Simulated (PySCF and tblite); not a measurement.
The numbers below are computed, except where a source is named.
C7H4F4, numbered as in [CH2:1]=[C:2]1[CH:3]=[C:4]([C:5]([F:6])([F:7])[F:8])[CH:9]=[C:10]1[F:11].

Conformers came from 45 starts (ETKDG and KDG, MMFF94s, GFN2-xTB); geometries are GFN2-xTB. Free energies are PBE0-D3(BJ)/pcSseg-1 single points with GFN2-xTB rigid-rotor and vibrational terms (modes under about 100 cm⁻¹ blended into free rotors). Symmetry numbers and mirror images are counted. Conformers within 2.5 kcal/mol (GFN2-xTB free energy) were kept, 2 at most. GIAO shieldings: PBE0/pcSseg-1. Shifts are against TMS (¹H), TMS (¹³C), CFCl3 (¹⁹F) at the same level; of two unlike H on one atom, a is the less shielded. Codes: tblite and PySCF.

Q: Predict the averaged NMR shifts at 298.15 K.

A: ¹H: 6.83 (H1a, 1H), 6.53 (H1b, 1H), 6.22 (H3, 1H), 6.06 (H9, 1H) ppm. ¹³C: 167.9 (C10), 149.7 (C2), 141.9 (C4), 138.6 (C1), 131.5 (C5), 120.7 (C3), 112.2 (C9) ppm. ¹⁹F: -81.7 (F6/F7/F8), -144.1 (F11) ppm.

Unscaled ¹⁹F shifts at such levels can be off by tens of ppm; differences between conformers or isomers are more reliable. Shifts are unscaled: against experiment ¹³C can be off by 15 ppm or more and ¹H by 0.8 ppm.
